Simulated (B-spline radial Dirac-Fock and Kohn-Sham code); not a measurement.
Relativistic shifts of the levels of I²⁶⁺

System: I²⁶⁺ in the configuration [Ar] 3d9.

Both columns are ΔSCF binding energies of the configuration average from an atomic code on a B-spline grid: non-relativistic Hartree-Fock with a point nucleus, and Dirac-Fock with a finite nucleus and the Coulomb interaction alone, averaged over the two j levels with weights 2j+1.

```
shell  Hartree-Fock (eV)  Dirac-Fock (eV)  shift (eV)  shift (%)
   1s            32897.4          34232.0    +1334.63      +4.06
   2s             5789.1           6126.4     +337.24      +5.83
   2p             5484.4           5589.8     +105.35      +1.92
   3s             1840.5           1921.4      +80.93      +4.40
   3p             1712.1           1742.2      +30.05      +1.76
   3d             1485.4           1482.3       -3.11      -0.21
```

Relativity binds 1s, 2s, 2p, 3s, 3p more strongly, among those listed most of all 2s in relative terms, and 3d more weakly, because the contracted s and p shells screen the nucleus better.

Values without a named source are computed, but for edge energies of neutral atoms, which are taken from tables.
